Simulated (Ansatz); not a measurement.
`C[O][Ga]([SH])[SH]` + HBr → `[SH][Ga]([SH])[Br]` + CH₃OH  (ligand exchange at a Ga–O bond)

Computed with Ansatz on PBE0-D4/def2-TZVP structures; ΔE is electronic, products minus reactants. CBS: MP2 limit from def2 TZ/QZ plus the TZ coupled-cluster correction, frozen cores. This one scheme is used for every species. Functionals use def2-TZVPP. B3LYP here is the variant with VWN-RPA as its local correlation; programs differ in this. For Br, Ga outer-core shells are correlated without core-valence functions, which leaves a few kJ/mol of doubt a bond. Scalar relativity is left out up to krypton. Each species was taken in one conformer, which may not be the lowest.

(1) Is it downhill or uphill in electronic energy at CCSD(T)/CBS, and by how much? (Estimate.)

(2) What do these levels give: PBE0-D4, ωB97X-V, B2PLYP, r2SCAN, B3LYP, HF/def2-TZVPP, MP2/def2-TZVPP, SCS-MP2/def2-TZVPP, CCSD/def2-TZVPP, CCSD(T)/def2-TZVPP, HF/CBS(def2), CCSD/CBS(def2)? (An estimate is asked.)

Largest T1 diagnostic among the species: 0.013.

Results:

(1) Ansatz gave: Downhill: ΔE = -75.0 kJ/mol.

(2) Computed: PBE0-D4 -82.9, ωB97X-V -74.6, B2PLYP -74.7, r2SCAN -76.3, B3LYP -77.1, HF/def2-TZVPP -89.1, MP2/def2-TZVPP -74.2, SCS-MP2/def2-TZVPP -72.2, CCSD/def2-TZVPP -73.2, CCSD(T)/def2-TZVPP -71.1, HF/CBS(def2) -86.7, CCSD/CBS(def2) -77.1 kJ/mol.

In def2-TZVPP, CCSD(T) changes the Hartree–Fock value by +18.0 kJ/mol (the triples alone add +2.1 kJ/mol) and MP2 by +14.9 kJ/mol. From PBE to PBE0 (25 % exact exchange), in def2-TZVPP and without D4, ΔE moves by −6.5 kJ/mol.
